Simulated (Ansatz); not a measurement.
Reaction (formal hydrolysis of a B–C bond): `OC(F)BCl` + H₂O → `OBCl` + `OCF`

Isolated molecules relaxed with PBE0-D4/def2-TZVP in Ansatz; ΔE leaves out vibrations. CCSD(T)/CBS is the MP2 limit (def2-TZVPP, def2-QZVPP) plus CCSD(T) − MP2 in def2-TZVPP, frozen cores. This one scheme is used for every species. DFT in def2-TZVPP. B3LYP here is the variant with VWN-RPA as its local correlation; programs differ in this. HSE06 is defined as in plane-wave codes. One conformer a species, not always the lowest.

Question: Is it downhill or uphill in electronic energy at CCSD(T)/CBS, and by how much? (Best estimate.)

Answer: Ansatz gave: Downhill: ΔE = -157.4 kJ/mol.

Question: What do these levels give: BLYP-D4, B3LYP-D4, HSE06-D4, B2PLYP, PBE-QIDH, PBE, revPBE, r2SCANh, HSE06, BHLYP, MP2/def2-QZVPP, SCS-MP2/def2-QZVPP? (An estimate is asked.)

Answer: Ansatz gave: BLYP-D4 -159.7, B3LYP-D4 -162.9, HSE06-D4 -160.9, B2PLYP -166.5, PBE-QIDH -164.8, PBE -160.6, revPBE -159.9, r2SCANh -166.4, HSE06 -163.5, BHLYP -170.8, MP2/def2-QZVPP -161.6, SCS-MP2/def2-QZVPP -162.7 kJ/mol.

Largest T1 diagnostic among the species: 0.013.

Leaving LDA and LC-ωPBE aside and taking each functional with its dispersion term where it has one, the values, not all of them listed here, spread over 13.0 kJ/mol, from B97M-V to revPBE-D4. LDA lies −3.4 kJ/mol from PBE without D4. In def2-TZVPP, CCSD(T) changes the Hartree–Fock value by +13.9 kJ/mol (the triples alone add +1.2 kJ/mol) and MP2 by +11.4 kJ/mol. From BLYP to BHLYP (50 % exact exchange), in def2-TZVPP and without D4, ΔE moves by −5.4 kJ/mol.
